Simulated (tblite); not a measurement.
Species: C₆H₁₄OSi.
SMILES with atom numbers: `[CH3:1][CH2:2]/[CH:3]=[CH:4]\[SiH2:5][CH2:6][O:7][CH3:8]` (hydrogens: H9, H10, H11 on C1; H12, H13 on C2; H14 on C3; H15 on C4; H16, H17 on Si5; H18, H19 on C6; H20, H21, H22 on C8)

Computed with GFN2-xTB (tblite), gas phase: L-BFGS steps from a force-field or distance-geometry start until the largest atomic force falls under 0.01 eV/Å.

At the end of the run (lengths in Å): Si5–C6 1.907, C1–H10 1.088, C8–H21 1.089, C1–H11 1.087, C4–Si5 1.880, Si5–H17 1.474, C2–H12 1.093, C3–C4–Si5 126.4°, Si5–C6–O7 106.1°, C6–O7–C8 113.4°, C4–Si5–C6 107.2°, C1–C2–C3–C4 -107°, C2–C3–C4–Si5 -1°, C3–C4–Si5–C6 170°, H9–C1–C2–C3 61°, H12–C2–C1–H9 -179°.

Question: These geometries were met on the way; a selection of coordinates is given. Order them by energy above the end point, lowest first.
A. Si5–C6 1.892, C1–H10 1.078, C8–H21 1.085, C1–H11 1.083, C4–Si5 1.860, Si5–H17 1.471, C2–H12 1.090, C3–C4–Si5 121.3°, Si5–C6–O7 109.3°, C6–O7–C8 109.0°, C4–Si5–C6 109.3°, C1–C2–C3–C4 -118°, C2–C3–C4–Si5 -5°, C3–C4–Si5–C6 161°, H9–C1–C2–C3 34°, H12–C2–C1–H9 154°
B. Si5–C6 1.916, C1–H10 1.088, C8–H21 1.088, C1–H11 1.086, C4–Si5 1.877, Si5–H17 1.472, C2–H12 1.094, C3–C4–Si5 128.1°, Si5–C6–O7 108.9°, C6–O7–C8 113.0°, C4–Si5–C6 110.8°, C1–C2–C3–C4 -117°, C2–C3–C4–Si5 -2°, C3–C4–Si5–C6 157°, H9–C1–C2–C3 47°, H12–C2–C1–H9 167°
C. Si5–C6 1.910, C1–H10 1.087, C8–H21 1.090, C1–H11 1.085, C4–Si5 1.880, Si5–H17 1.474, C2–H12 1.094, C3–C4–Si5 125.2°, Si5–C6–O7 109.6°, C6–O7–C8 113.5°, C4–Si5–C6 110.8°, C1–C2–C3–C4 -117°, C2–C3–C4–Si5 -5°, C3–C4–Si5–C6 159°, H9–C1–C2–C3 39°, H12–C2–C1–H9 160°
D. Si5–C6 1.862, C1–H10 1.131, C8–H21 1.124, C1–H11 1.122, C4–Si5 1.848, Si5–H17 1.453, C2–H12 1.113, C3–C4–Si5 122.2°, Si5–C6–O7 110.8°, C6–O7–C8 110.2°, C4–Si5–C6 109.7°, C1–C2–C3–C4 -119°, C2–C3–C4–Si5 -2°, C3–C4–Si5–C6 161°, H9–C1–C2–C3 33°, H12–C2–C1–H9 154°
E. Si5–C6 1.896, C1–H10 1.092, C8–H21 1.087, C1–H11 1.091, C4–Si5 1.874, Si5–H17 1.474, C2–H12 1.090, C3–C4–Si5 122.9°, Si5–C6–O7 109.4°, C6–O7–C8 110.2°, C4–Si5–C6 109.7°, C1–C2–C3–C4 -117°, C2–C3–C4–Si5 -6°, C3–C4–Si5–C6 160°, H9–C1–C2–C3 36°, H12–C2–C1–H9 157°

Answer: B (0.049 eV), C (0.082 eV), E (0.137 eV), A (0.232 eV), D (0.412 eV).

| step | E above end (eV) | rms distance from the end, all atoms (Å) | largest force (eV/Å) | rms shift of all bonds from the end (Å) |
| --- | --- | --- | --- | --- |
| 31 | 0.049 | 0.398 | 0.142 | 0.002 |
| 19 | 0.082 | 0.446 | 0.128 | 0.001 |
| 7 | 0.137 | 0.469 | 0.221 | 0.004 |
| 2 | 0.232 | 0.478 | 0.596 | 0.007 |
| 0 | 0.412 | 0.482 | 2.008 | 0.022 |

Rows stand in the order of the answer.
